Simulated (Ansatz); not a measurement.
F₆W, quintet, geometry from GFN2-xTB of the parent state (such geometries of metal compounds can be far from the true shape) (another spin typed on purpose, not shown lowest) (core potentials on W); B3LYP/def2-SVP (Ansatz, a program for electronic structure).

Ansatz was given this input:
Ansatz 0.2 input:
```yaml
crystal:
  periodic: [false, false, false]
  atoms:
    - {symbol: W, position_ang: [0.00000000, -0.00000000, -0.00000000]}
    - {symbol: F, position_ang: [1.10915424, -0.45499889, -1.39234928]}
    - {symbol: F, position_ang: [-1.10915424, 0.45499889, 1.39234928]}
    - {symbol: F, position_ang: [-1.16633876, 0.78225540, -1.18474218]}
    - {symbol: F, position_ang: [-0.88617967, -1.59904226, -0.18339327]}
    - {symbol: F, position_ang: [0.88617967, 1.59904226, 0.18339327]}
    - {symbol: F, position_ang: [1.16633876, -0.78225540, 1.18474218]}
basis:
  gaussian:
    orbitals: def2-SVP
hamiltonian:
  xc: b3lyp
magnetization: {spin_polarized: true, initial_magnetization: 4}
```

What the program printed (banner, timings and long lists left out):

```
Functional definition: B3LYP
1073 factors; integrals over basis functions are off by at most 8.0e-4 eV
mean field evaluation 1: about -18106.0436 eV, gradient 3.3e1 eV
mean field evaluation 2: about -18095.7243 eV, gradient 6.3e1 eV
mean field evaluation 4: about -18109.4350 eV, gradient 3.4e0 eV
mean field evaluation 8: about -18109.6840 eV, gradient 6.5e-1 eV
mean field evaluation 16: about -18109.6856 eV, gradient 6.6e-3 eV
mean field evaluation 32: about -18110.0339 eV, gradient 1.6e-1 eV
mean field evaluation 64: about -18109.6836 eV, gradient 5.3e-1 eV
mean field evaluation 96: about -18109.3874 eV, gradient 4.5e0 eV
mean field evaluation 128: about -18109.5321 eV, gradient 4.2e-5 eV
mean field evaluation 160: about -18109.6965 eV, gradient 2.5e0 eV
mean field evaluation 192: about -18110.0346 eV, gradient 2.2e-2 eV
mean field evaluation 224: about -18109.7123 eV, gradient 4.7e-1 eV
mean field evaluation 256: about -18109.6805 eV, gradient 2.1e-1 eV
mean field evaluation 288: about -18110.0366 eV, gradient 5.3e-2 eV
mean field evaluation 320: about -18109.7243 eV, gradient 2.4e-1 eV
mean field evaluation 352: about -18110.0322 eV, gradient 1.1e-1 eV
mean field evaluation 384: about -18109.7595 eV, gradient 1.4e-1 eV
mean field -18110.03849459 eV, -665.5316392511 hartree, gradient 5.8e-6 eV, S^2 6.010853; 16 other end points of the search recorded, 0 dependent functions left out
reference -18110.03880937 eV, -665.5316508193 hartree; 36, 32 occupied and 80, 84 virtual orbitals, 1073 factors
Total energy: -18110.03880937 eV, -665.5316508193 hartree
```
